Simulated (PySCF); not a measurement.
CH3Cl2OSb, SMILES C[O][Sb]([Cl])[Cl]. Atoms are numbered in the order given.

```xyz
8

Sb    -0.6611     0.2264     0.0000
Cl     0.8570     0.7180     1.7936
Cl     0.8570     0.7180    -1.7936
O     -0.4540    -1.7329     0.0000
C      0.8022    -2.3920     0.0000
H      1.3939    -2.1345    -0.8956
H      1.3939    -2.1345     0.8956
H      0.6094    -3.4762     0.0000
```

Geometry optimised at B3LYP-D3(BJ)/def2-SVP. The def2 effective core potentials stand for the cores of Sb; spin–orbit coupling is left out. Other conformers were not sampled.

Calculation: PySCF 2.14.0 with TDDFT-CAM-B3LYP/def2-SVPD.

Vertical excitations. Gas-phase values at a fixed geometry. State labels are in the subgroup Cs.

Computed UV-visible absorptions:
| state | symmetry | energy (eV) | λ (nm) | f | main pairs |
|---|---|---|---|---|---|
| S1 | A" | 5.66 | 219 | 0.005 | HOMO−1→LUMO 67 %, HOMO→LUMO+1 17 %, HOMO−2→LUMO 12 % |
| S2 | A' | 5.67 | 219 | 0.073 | HOMO→LUMO 91 % |
| S3 | A" | 5.76 | 215 | 0.018 | HOMO→LUMO+1 50 %, HOMO−1→LUMO 27 %, HOMO−2→LUMO 12 % |
| S4 | A' | 5.92 | 209 | 0.008 | HOMO−1→LUMO+1 78 % |
| S5 | A" | 6.01 | 206 | 0.012 | HOMO−2→LUMO 36 %, HOMO−3→LUMO+1 31 %, HOMO−4→LUMO 12 %, HOMO−1→LUMO+2 8 % |
| S6 | A' | 6.06 | 205 | 0.004 | HOMO−2→LUMO+1 43 %, HOMO−3→LUMO 36 %, HOMO−1→LUMO+1 9 % |
| S7 | A" | 6.15 | 201 | 0.018 | HOMO−4→LUMO 71 %, HOMO→LUMO+1 12 % |
| S8 | A' | 6.19 | 200 | 0.010 | HOMO−2→LUMO+1 42 %, HOMO−3→LUMO 41 %, HOMO−4→LUMO+1 8 % |
| S9 | A" | 6.23 | 199 | 0.005 | HOMO−1→LUMO+2 77 %, HOMO−3→LUMO+1 13 % |
| S10 | A' | 6.39 | 194 | 0.016 | HOMO−4→LUMO+1 74 %, HOMO−3→LUMO 14 % |
| T1 | A' | 4.70 | 264 | 0 | HOMO→LUMO 91 % |
| T2 | A" | 4.78 | 259 | 0 | HOMO→LUMO+1 90 % |
| T3 | A" | 5.42 | 229 | 0 | HOMO−2→LUMO 58 %, HOMO−1→LUMO 24 % |
| T4 | A' | 5.45 | 228 | 0 | HOMO−1→LUMO+1 82 % |
Triplets are in the Tamm–Dancoff approximation, which puts them higher than full response would, so one can lie above its singlet here.
